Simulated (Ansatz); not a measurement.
Cost and result up the ladder for closo-1-NB4 (H on N) (B4NH5) (10 atoms). Charge 0, multiplicity 1. Geometry: r2SCAN-D4/def2-SVP.

```xyz
10

B    -0.5202    0.6724    0.6375
B    -0.4560   -0.9136   -0.2939
B    -0.5183    0.5809   -1.0248
B     0.9697    0.2485   -0.3564
N     0.4318   -0.4839    0.8537
H    -1.0084    1.3188    1.5201
H    -0.8731   -2.0265   -0.4445
H     0.8398   -0.9411    1.6603
H    -0.9994    1.1199   -1.9758
H     2.1341    0.4247   -0.5762
```

Ansatz on 2 threads of Arm Neoverse V2 on a shared host. Times are rough, and most runs start from the orbitals of an earlier one. PBE0-D4/def2-TZVP serves as the yardstick here, not as an exact answer. Differences are given only for rows in sets of like size (and for xTB, whose basis is part of the method), since another set adds its own error. Binding counts from free atoms at the same level (B doublet, N quartet, H doublet; other spins of the atoms weren't run), without zero-point energy or a counterpoise term.

LC-ωPBE has ω = 0.4 bohr⁻¹. B3LYP takes the VWN-RPA correlation. Correlated methods freeze 5 core orbitals.

Correlated methods converge slowly with the basis.

```tsv
level	functions	binding energy per atom (eV)	difference from PBE0-D4/def2-TZVP (eV)
CCSD(T)/def2-TZVP	185	3.86	-0.24
HF/def2-TZVP	185	3.01	-1.10
PBE0-D4/def2-SVP	95	4.16	–
HF/STO-3G	30	4.08	–
PBE0-D4/def2-TZVP	185	4.10	0.00
PBE-D4/def2-TZVP (with forces)	185	4.16	0.06
r2SCAN-D4/def2-TZVP	185	4.09	-0.01
LC-ωPBE/def2-TZVP	185	4.08	-0.02
B3LYP-D4/def2-TZVP	185	4.03	-0.07
PBE-D4/def2-SVP	95	4.22	–
```

Problem. Estimate how long each takes.

Solution. HF/STO-3G 0.2 s; PBE0-D4/def2-SVP 1.4 s; PBE-D4/def2-SVP 1.5 s; HF/def2-TZVP 1.6 s; PBE-D4/def2-TZVP (with forces) 3 s; PBE0-D4/def2-TZVP 3.1 s; LC-ωPBE/def2-TZVP 3.1 s; B3LYP-D4/def2-TZVP 3.5 s; r2SCAN-D4/def2-TZVP 4.9 s; CCSD(T)/def2-TZVP 46 s. On shared hardware such times vary by a factor of up to 3.
